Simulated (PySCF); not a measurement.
Compound: BBr4 (charge -1).
Geometry (PBE0-D3(BJ)/def2-SVP, Å), atoms numbered from 1 in this order:
```
atom  x, y, z in Å
Br1    1.729   -0.402   -1.037
B2     0.018   -0.021   -0.018
Br3   -1.387   -1.393   -0.524
Br4    0.378   -0.124    1.975
Br5   -0.645    1.835   -0.491
```

Computed at B3LYP/pcJ-1 (pcSseg-1 on Br) (PySCF, non-relativistic), with Q(79Br) = 0.313 b: Br1, 79Br (I = 3/2): χzz = 377.2 MHz, η = 0.001.

(1) Find the zero-field quadrupole resonance frequencies of 79Br at Br1.

(2) Apply the simplest Townes–Dailey estimate (no s hybridisation, no π bonding), ionic character = 1 − χzz/χ0, where χ0 is the coupling for one missing p electron along the bond: 769.76 MHz for 79Br.

Results:

(1) From ν = (|χ|/2)√(1 + η²/3): ν = 188.6 MHz (bromine bonded to B). For 81Br the ratio of quadrupole moments, 0.8354, gives 157.6 MHz.

(2) Br1 on B2: 1 − (377.2)/(769.76) = 0.51. In this model a purely covalent bond gives χ0 and a free halide ion gives zero; s hybridisation or π bonding, where present, is counted here as ionic character.

In a crystal, neighbours and librations shift these lines. Geometry: PBE0-D3(BJ)/def2-SVP; no solvent, vibrations or thermal averaging. The calculation is non-relativistic, for bromine too. The pcJ-1 basis has no diffuse functions, a weakness for an anion. The small basis limits the accuracy of the gradients.
